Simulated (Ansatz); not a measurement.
Br2Sb (SMILES [Br][Sb+][Br]), charge +1, singlet, geometry from GFN2-xTB (core potentials on Sb).

The Ansatz (an electronic-structure program) input:
Ansatz 0.2 input:
```yaml
crystal:
  periodic: [false, false, false]
  atoms:
    - {symbol: Sb, position_ang: [0.80022647, 0.43653749, 0.25183252]}
    - {symbol: Br, position_ang: [-0.95108613, 1.05498921, -1.39399681]}
    - {symbol: Br, position_ang: [-0.21495815, -1.69108670, 1.02704085]}
basis:
  gaussian:
    orbitals: def2-TZVP
hamiltonian:
  xc: pbe
total_charge: 1
```

Task: Estimate the number of basis functions that Ansatz with PBE/def2-TZVP returns for this input.

Result: 146

Task: What is the computed total energy (PBE/def2-TZVP)?

Result: -5387.580653 Ha
